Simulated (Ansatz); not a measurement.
`C[Se]BF` + `C[NH][GeH3]` → `C[N]([GeH3])BF` + `C[SeH]` at 400 K and 1 bar (ligand exchange at a B–Se bond).

Program: Ansatz. Geometries: PBE0-D4/def2-TZVP. ΔE: electronic, gas phase. CCSD(T)/CBS is the MP2 limit (def2-TZVPP, def2-QZVPP) plus CCSD(T) − MP2 in def2-TZVPP, frozen cores. For Ge, Se outer-core shells are correlated without core-valence functions, which leaves a few kJ/mol of doubt a bond. Scalar relativity is left out up to krypton. Each species was taken in one conformer, which may not be the lowest.

```json
{"species": "`C[Se]BF`", "CCSD(T)/CBS energy (Eh)": "-2565.82397", "H − E (kJ/mol)": "166.7", "S (J/(mol·K))": "350.0"}
{"species": "`C[NH][GeH3]`", "CCSD(T)/CBS energy (Eh)": "-2173.06430", "H − E (kJ/mol)": "229.8", "S (J/(mol·K))": "337.7"}
{"species": "`C[N]([GeH3])BF`", "CCSD(T)/CBS energy (Eh)": "-2297.75856", "H − E (kJ/mol)": "255.7", "S (J/(mol·K))": "397.6"}
{"species": "`C[SeH]`", "CCSD(T)/CBS energy (Eh)": "-2441.15625", "H − E (kJ/mol)": "135.4", "S (J/(mol·K))": "284.5"}
```

H − E and S are ideal-gas, rigid-rotor, harmonic terms from PBE0-D4/def2-TZVP, for one conformer and one mirror image of each species. 1 Eh = 2625.50 kJ/mol, R = 8.31446 J/(mol·K).

**Question.** By hand: ΔE, ΔH, ΔS and ΔG.

**Answer.** ΔE = (-2297.75856) + (-2441.15625) − (-2565.82397) − (-2173.06430) = -0.02654 Eh = -69.7 kJ/mol. Δ(H − E) = 255.7 + 135.4 − 166.7 − 229.8 = -5.4, so ΔH = -75.1 kJ/mol. ΔS = 397.6 + 284.5 − 350.0 − 337.7 = -5.6 J/(mol·K). ΔG = -75.1 − 400 × (-5.6)/1000 = -72.9 kJ/mol.

**Question.** By hand: the equilibrium constant, and the temperature at which ΔG would vanish if ΔH and ΔS stayed fixed.

**Answer.** log₁₀ K = −ΔG/(RT ln 10) = 9.5. ΔG = 0 at ΔH/ΔS = 13411 K, far beyond where these terms or the molecules hold.

The number of gas molecules stays the same, so ΔS is small and ΔH decides. A doubt of 5 kJ/mol in ΔE shifts log₁₀ K by 0.7 here. Other conformers and mirror images would add mixing entropy, several J/(mol·K) or more a flexible species. Modes under 60 cm⁻¹, often nearly free rotors, make the harmonic entropy too high. These are equilibria of isolated gas molecules and say nothing of rates. Largest T1 diagnostic: 0.012 (customary marks: 0.02 for closed shells, 0.045 for open ones).
